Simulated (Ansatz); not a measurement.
## Ligand exchange: CBrCl3 + C2H5FSn → CBrCl2F + C2H5ClSn

Species: CBrCl3 (bromotrichloromethane) `ClC(Cl)(Cl)Br`, singlet; C2H5FSn `C[CH2][Sn][F]`, singlet; CBrCl2F (bromodichlorofluoromethane) `FC(Cl)(Cl)Br`, singlet; C2H5ClSn `C[CH2][Sn][Cl]`, singlet. The partners trade Cl for F: C–Cl and Sn–F bonds give way to C–F and Sn–Cl.

Shapes, held fixed at every level: PBE0-D4/def2-TZVP. Flexible molecules stand in one conformer, not always the lowest. Programs: Ansatz 0.2.0. The zero-point and thermal change to 298 K, harmonic and unscaled (PBE0-D4/def2-TZVP), is +2.8 kJ/mol.

```csv
level,kind,ΔH(298 K) (kJ/mol),less CCSD(T)/def2-TZVPP,CPU time (sum over the molecules)
r2SCAN-D4/def2-TZVPP,meta-GGA,-56.0,-7.1,63 s
BHLYP-D4/def2-TZVPP,global hybrid,-59.5,-10.6,39 s
PBE0-D4/def2-TZVPP,global hybrid,-56.1,-7.2,38 s
wB97M-V/def2-TZVPP,range-separated hybrid,-51.2,-2.3,2.3 min
CCSD(T)/def2-SVP,coupled cluster or CI,-60.9,-12.0,50 s
CCSD/def2-TZVPP,coupled cluster or CI,-52.3,-3.4,–
CCSD(T)/def2-TZVPP,coupled cluster or CI,-48.9,0.0,20 min
```

The highest level, CCSD(T)/def2-TZVPP, gives ΔH(298 K) = -48.9 kJ/mol; the levels span -60.9 to -48.9. The column of differences is taken from that level and isn't an error. No measured value is set beside it here. For atoms past krypton def2 sets carry core potentials with scalar relativity. Relativity is left out for Br. Outer-core shells of Br, Sn are correlated, in sets that cover them unevenly. Times are processor times on shared x86 and Arm servers, and rough.
